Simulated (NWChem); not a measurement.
System: C₂H₄F₂Si; SMILES F/C=C(\[SiH3])F

Output (shortened):

```
             Northwest Computational Chemistry Package (NWChem) 7.3.0
             --------------------------------------------------------

                             Geometry "geometry" -> ""
                             -------------------------

 Output coordinates in angstroms (scale by  1.889725989 to convert to a.u.)

  No.       Tag          Charge          X              Y              Z
 ---- ---------------- ---------- -------------- -------------- --------------
    1 F                    9.0000     0.62577300    -1.90627400     0.67928900
    2 C                    6.0000    -0.46766600    -1.31599900     0.16426000
    3 C                    6.0000    -0.46788300    -0.02397200    -0.16635200
    4 F                    9.0000    -1.63657300     0.46662600    -0.68098000
    5 Si                  14.0000     0.91455500     1.24411100    -0.03050000
    6 H                    1.0000    -1.31708300    -1.98331900     0.05218900
    7 H                    1.0000     2.12739900     0.60965000     0.53654800
    8 H                    1.0000     0.45972900     2.35788900     0.84095400
    9 H                    1.0000     1.20129600     1.78787400    -1.38287000

 Effective nuclear repulsion energy (a.u.)     217.4772054519

                              NWChem Property Module
                              ----------------------

  itol2e modified to match energy
  convergence criterion.

                                 NWChem DFT Module
                                 -----------------

 Summary of "ao basis" -> "ao basis" (spherical)
 ------------------------------------------------------------------------------
       Tag                 Description            Shells   Functions and Types
 ---------------- ------------------------------  ------  ---------------------
 F                           6-31g*                  6       14   3s2p1d
 C                           6-31g*                  6       14   3s2p1d
 Si                          6-31g*                  8       18   4s3p1d
 H                           6-31g*                  2        2   2s

  itol2e modified to match energy
  convergence criterion.

            General Information
            -------------------
          SCF calculation type: DFT
          Wavefunction type:  closed shell.
          No. of atoms     :     9
          No. of electrons :    48
           Alpha electrons :    24
            Beta electrons :    24
          Charge           :     0
          Spin multiplicity:     1
          Use of symmetry is: off; symmetry adaption is: off
          Maximum number of iterations: 150
          AO basis - number of functions:    82
                     number of shells:    40
          Convergence on energy requested:  1.00D-07
          Convergence on density requested:  1.00D-05
          Convergence on gradient requested:  5.00D-04

              XC Information
              --------------
                         B3LYP Method XC Potential
                     Hartree-Fock (Exact) Exchange  0.200
                        Slater Exchange Functional  0.800 local
                    Becke 1988 Exchange Functional  0.720 non-local
              Lee-Yang-Parr Correlation Functional  0.810
                  VWN I RPA Correlation Functional  0.190 local

             Grid Information
             ----------------
          Grid used for XC integration:  fine
          Radial quadrature: Mura-Knowles
          Angular quadrature: Lebedev.
          Tag              B.-S. Rad. Rad. Pts. Rad. Cut. Ang. Pts.
          ---              ---------- --------- --------- ---------
          F                   0.50       70          11.0       590
          C                   0.70       70          10.0       590
          Si                  1.10      123          10.0       770
          H                   0.35       60          12.0       590
          Grid pruning is: on
          Number of quadrature shells:   643
          Spatial weights used:  Erf1

      Superposition of Atomic Density Guess
      -------------------------------------

 Sum of atomic energies:        -564.87541002

      Non-variational initial energy
      ------------------------------

 Total energy =    -566.578468
 1-e energy   =   -1215.030387
 2-e energy   =     430.974714
 HOMO         =      -0.246873
 LUMO         =       0.057879

   convergence    iter        energy       DeltaE   RMS-Dens  Diis-err
 ---------------- ----- ----------------- --------- --------- ---------
 d= 0,ls=0.0,diis     1   -567.6484858549 -7.85D+02  1.41D-02  7.30D-01
 d= 0,ls=0.0,diis     2   -567.6234067387  2.51D-02  7.72D-03  1.16D+00
 d= 0,ls=0.0,diis     3   -567.7298193910 -1.06D-01  1.52D-03  5.34D-02
 d= 0,ls=0.0,diis     4   -567.7337622575 -3.94D-03  5.28D-04  3.14D-03
 d= 0,ls=0.0,diis     5   -567.7340671159 -3.05D-04  1.82D-04  3.10D-04
  Resetting Diis
 d= 0,ls=0.0,diis     6   -567.7340967778 -2.97D-05  6.69D-05  5.14D-05
 d= 0,ls=0.0,diis     7   -567.7341025118 -5.73D-06  3.03D-05  1.78D-06
 d= 0,ls=0.0,diis     8   -567.7341020741  4.38D-07  1.90D-05  5.12D-06
 d= 0,ls=0.0,diis     9   -567.7341027591 -6.85D-07  2.74D-06  7.98D-08
 d= 0,ls=0.0,diis    10   -567.7341027691 -9.98D-09  4.68D-07  3.37D-09

         Total DFT energy =     -567.734102769085
      One electron energy =    -1217.439872461460
           Coulomb energy =      486.450077975664
    Exchange-Corr. energy =      -54.221513735226
 Nuclear repulsion energy =      217.477205451937

 Numeric. integr. density =       48.000000417932

                       DFT Final Molecular Orbital Analysis
                       ------------------------------------

 Vector   22  Occ=2.000000D+00  E=-3.602499D-01
              MO Center=  7.5D-01,  1.7D+00, -2.0D-01, r^2= 2.4D+00
   Bfn.  Coefficient  Atom+Function         Bfn.  Coefficient  Atom+Function
  ----- ------------  ---------------      ----- ------------  ---------------
    65      0.377626  5 Si pz                80      0.251780  8 H  s
    82     -0.250769  9 H  s                 79      0.236947  8 H  s
    81     -0.235970  9 H  s                 61     -0.156490  5 Si pz
    47     -0.131839  4 F  pz                63     -0.126682  5 Si px
    64      0.097956  5 Si py                51     -0.092746  4 F  pz

 Vector   23  Occ=2.000000D+00  E=-3.368122D-01
              MO Center= -2.9D-01,  1.8D-01, -1.6D-01, r^2= 3.1D+00
   Bfn.  Coefficient  Atom+Function         Bfn.  Coefficient  Atom+Function
  ----- ------------  ---------------      ----- ------------  ---------------
    46      0.315923  4 F  py                32     -0.285675  3 C  py
    63      0.281067  5 Si px                45      0.226254  4 F  px
    50      0.222037  4 F  py                18      0.211989  2 C  py
    31     -0.196569  3 C  px                64      0.177644  5 Si py
    76     -0.164780  6 H  s                 49      0.160843  4 F  px

 Vector   24  Occ=2.000000D+00  E=-2.558051D-01
              MO Center= -4.2D-01, -5.6D-01, -1.4D-02, r^2= 2.3D+00
   Bfn.  Coefficient  Atom+Function         Bfn.  Coefficient  Atom+Function
  ----- ------------  ---------------      ----- ------------  ---------------
    19      0.347461  2 C  pz                33      0.344506  3 C  pz
    47     -0.252772  4 F  pz                 5     -0.249254  1 F  pz
    23      0.220477  2 C  pz                37      0.217722  3 C  pz
    51     -0.202198  4 F  pz                 9     -0.199547  1 F  pz
    17     -0.115676  2 C  px                31     -0.114702  3 C  px

 Vector   25  Occ=0.000000D+00  E=-7.534693D-03
              MO Center= -1.4D-01, -3.1D-01,  1.4D-02, r^2= 3.2D+00
   Bfn.  Coefficient  Atom+Function         Bfn.  Coefficient  Atom+Function
  ----- ------------  ---------------      ----- ------------  ---------------
    23      0.467164  2 C  pz                69     -0.416454  5 Si pz
    19      0.412888  2 C  pz                80      0.414501  8 H  s
    82     -0.414811  9 H  s                 37     -0.363291  3 C  pz
    33     -0.324186  3 C  pz                65     -0.181807  5 Si pz
    21     -0.155481  2 C  px                 9     -0.150728  1 F  pz

[...]

          -----------------------------------------
          Chemical Shielding Tensors (GIAO, in ppm)
          -----------------------------------------

                                NWChem CPHF Module
                                ------------------

  scftype          =     RHF
  nclosed          =       24
  nopen            =        0
  variables        =     1392
  # of vectors     =        3
  tolerance        = 0.10D-03
  level shift      = 0.00D+00
  max iterations   =       50
  max subspace     =       30

 SCF residual:    2.4371717429798709E-005

Iterative solution of linear equations
  No. of variables     1392
  No. of equations        3
  Maximum subspace       30
        Iterations       50
       Convergence  1.0D-04

   iter   nsub   residual    time
   ----  ------  --------  ---------
     1      3    3.85D-01      55.0
     2      6    2.85D-02      60.7
     3      9    1.87D-03      66.2
     4     12    4.33D-05      71.9

      Atom:    1  F
        Diamagnetic
    480.9417    -10.2078      9.0309
    -10.2078    469.0963     -5.3012
      9.0309     -5.3012    466.0212

        Paramagnetic
   -148.9962     20.7628    -42.8359
     20.7628   -182.0601     44.2194
    -42.8359     44.2194    -61.7979

        Total Shielding Tensor
    331.9456     10.5550    -33.8050
     10.5550    287.0363     38.9182
    -33.8050     38.9182    404.2233

           isotropic =     341.0684
          anisotropy =     126.5396

          Principal Components and Axis System
                 1           2           3
              425.4281    329.3352    268.4417

      1        -0.3068      0.8945     -0.3251
      2         0.2359      0.4024      0.8846
      3         0.9221      0.1947     -0.3345

      Atom:    2  C
        Diamagnetic
    259.2708     -2.6144      8.2204
     -2.6144    262.5328     -7.5074
      8.2204     -7.5074    241.2457

        Paramagnetic
   -296.3272     -8.9885    -49.6305
     -8.9885   -189.9463      9.6954
    -49.6305      9.6954   -159.3490

        Total Shielding Tensor
    -37.0564    -11.6029    -41.4101
    -11.6029     72.5864      2.1880
    -41.4101      2.1880     81.8967

           isotropic =      39.1422
          anisotropy =      85.6506

          Principal Components and Axis System
                 1           2           3
               96.2426     72.1162    -50.9321

      1        -0.3070     -0.0080      0.9517
      2         0.2358      0.9681      0.0842
      3         0.9220     -0.2503      0.2953

      Atom:    3  C
        Diamagnetic
    258.4029      3.1430      8.8402
      3.1430    260.2450     -6.8351
      8.8402     -6.8351    234.1283

        Paramagnetic
   -271.8872     -7.2431    -42.1292
     -7.2431   -196.6238     12.1300
    -42.1292     12.1300   -156.9128

        Total Shielding Tensor
    -13.4843     -4.1001    -33.2890
     -4.1001     63.6212      5.2949
    -33.2890      5.2949     77.2155

           isotropic =      42.4508
          anisotropy =      70.8035

          Principal Components and Axis System
                 1           2           3
               89.6531     62.1475    -24.4483

      1        -0.3070      0.0495      0.9504
      2         0.2359      0.9714      0.0256
      3         0.9220     -0.2321      0.3099

      Atom:    4  F
        Diamagnetic
    483.1308     -8.2276      9.7317
     -8.2276    466.7598     -4.4122
      9.7317     -4.4122    464.5926

        Paramagnetic
   -124.4147     19.7773    -38.9944
     19.7773   -170.3149     44.4151
    -38.9944     44.4151    -46.8288

        Total Shielding Tensor
    358.7161     11.5497    -29.2627
     11.5497    296.4449     40.0029
    -29.2627     40.0029    417.7637

           isotropic =     357.6416
          anisotropy =     120.1504

          Principal Components and Axis System
                 1           2           3
              437.7419    355.7794    279.4035

      1        -0.3069      0.9182     -0.2503
      2         0.2359      0.3282      0.9147
      3         0.9220      0.2217     -0.3174

      Atom:    5  Si
        Diamagnetic
    884.2658      2.5829      0.7969
      2.5829    884.3165     -0.2729
      0.7969     -0.2729    880.2234

        Paramagnetic
   -400.0009      6.6613      3.3668
      6.6613   -416.8871      2.6633
      3.3668      2.6633   -414.7755

        Total Shielding Tensor
    484.2648      9.2441      4.1637
      9.2441    467.4294      2.3904
      4.1637      2.3904    465.4478

           isotropic =     472.3807
          anisotropy =      25.3873

          Principal Components and Axis System
                 1           2           3
              489.3055    464.6754    463.1611

      1         0.8953     -0.3101     -0.3197
      2         0.3998      0.2432      0.8838
      3         0.1963      0.9191     -0.3417

      Atom:    6  H
        Diamagnetic
     34.7877      7.8778      2.9582
      7.8778     31.4233     -0.3385
      2.9582     -0.3385     20.9201

        Paramagnetic
    -11.2808     -9.0356     -2.6849
     -9.0356     -4.7124     -0.8494
     -2.6849     -0.8494      3.0497

        Total Shielding Tensor
     23.5069     -1.1578      0.2733
     -1.1578     26.7109     -1.1878
      0.2733     -1.1878     23.9698

           isotropic =      24.7292
          anisotropy =       4.1609

          Principal Components and Axis System
                 1           2           3
               27.5031     23.5749     23.1095

      1        -0.2836     -0.3074      0.9084
      2         0.9021      0.2357      0.3614
      3        -0.3252      0.9219      0.2104

      Atom:    7  H
        Diamagnetic
     35.5089     -2.8404      4.7870
     -2.8404     27.8211     -2.0956
      4.7870     -2.0956     25.4701

        Paramagnetic
     -4.9962      1.9862     -2.5502
      1.9862     -0.5832      1.0999
     -2.5502      1.0999     -0.0072

        Total Shielding Tensor
     30.5126     -0.8542      2.2368
     -0.8542     27.2380     -0.9957
      2.2368     -0.9957     25.4629

           isotropic =      27.7379
          anisotropy =       5.8900

          Principal Components and Axis System
                 1           2           3
               31.6645     27.0871     24.4619

      1         0.8959      0.3208     -0.3075
      2        -0.2548      0.9378      0.2360
      3         0.3640     -0.1331      0.9218

      Atom:    8  H
        Diamagnetic
     26.0223     -1.7128     -1.5335
     -1.7128     33.7325      6.5741
     -1.5335      6.5741     28.6505

        Paramagnetic
      0.1523      1.2375      0.8177
      1.2375     -3.7250     -3.2144
      0.8177     -3.2144     -1.1935

        Total Shielding Tensor
     26.1746     -0.4753     -0.7158
     -0.4753     30.0076      3.3597
     -0.7158      3.3597     27.4570

           isotropic =      27.8797
          anisotropy =       6.8222

          Principal Components and Axis System
                 1           2           3
               32.4279     26.1700     25.0413

      1        -0.1268      0.9481      0.2917
      2         0.8133      0.2678     -0.5166
      3         0.5679     -0.1717      0.8050
```

Level: B3LYP/6-31G* (spherical d), GIAO. Geometry: optimised at B3LYP/6-31G* (spherical d). B3LYP is NWChem's, with the RPA form of VWN correlation. The printed shielding anisotropy is the first printed principal value minus the mean of the other two.

Task: Write an input that gives this output.

Result: Several could match; the one computed here: the input that was run:
```
start job
memory heap 200 mb stack 900 mb global 1100 mb
geometry units angstroms noautosym nocenter noautoz
  F      0.625773    -1.906274     0.679289
  C     -0.467666    -1.315999     0.164260
  C     -0.467883    -0.023972    -0.166352
  F     -1.636573     0.466626    -0.680980
  Si     0.914555     1.244111    -0.030500
  H     -1.317083    -1.983319     0.052189
  H      2.127399     0.609650     0.536548
  H      0.459729     2.357889     0.840954
  H      1.201296     1.787874    -1.382870
end
basis spherical
  * library 6-31g*
end
dft
  xc b3lyp
  iterations 150
end
property
  shielding 8 1 2 3 4 5 6 7 8
end
task dft property
```
